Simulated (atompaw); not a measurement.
Reading a pseudo-wave (tantalum)

Columns: radius, all-electron u(r) and pseudo u(r) of the 5s shell (level -73.00 eV) of tantalum in the configuration [Kr] 4d10 4f14 5s2 5p6 5d3 6s2 6p0; PBE, scalar-relativistic, PAW (atompaw) scheme, atompaw 4.2.0.5.

```csv
r (bohr),all-electron,pseudo
0.088,-0.0086,0.2196
0.177,0.3589,0.4343
0.265,-0.2553,0.6322
0.354,-0.6052,0.8114
0.442,-0.4588,0.9627
0.531,-0.0574,1.0853
0.619,0.3699,1.1739
0.708,0.7212,1.2296
0.796,0.9565,1.2516
0.885,1.0874,1.2424
0.973,1.1321,1.2058
1.062,1.1149,1.1454
1.150,1.0571,1.0678
1.238,0.9750,0.9779
1.327,0.8797,0.8802
1.415,0.7818,0.7818
1.504,0.6851,0.6851
1.592,0.5951,0.5951
1.681,0.5118,0.5118
1.769,0.4379,0.4379
1.858,0.3720,0.3720
1.946,0.3151,0.3151
2.035,0.2653,0.2653
2.123,0.2231,0.2231
2.212,0.1867,0.1867
2.300,0.1562,0.1562
```

Q: How many radial nodes do the two functions have?

A: The all-electron 5s function has n − l − 1 = 4 (the table is too coarse to show those close to the nucleus); the pseudo-wave has 0, since the states of the same l below it are removed with the core.

Q: At about which radius was the pseudo-wave matched?

A: 1.55 bohr. The columns agree to 0.0005 from 1.33 bohr on; several derivatives are matched, so the curves merge somewhat inside the radius.

Q: Is the pseudo-wave norm-conserving?

A: No, it belongs to a PAW set: the norm inside the radius is not constrained, and the difference is carried by the augmentation charge.
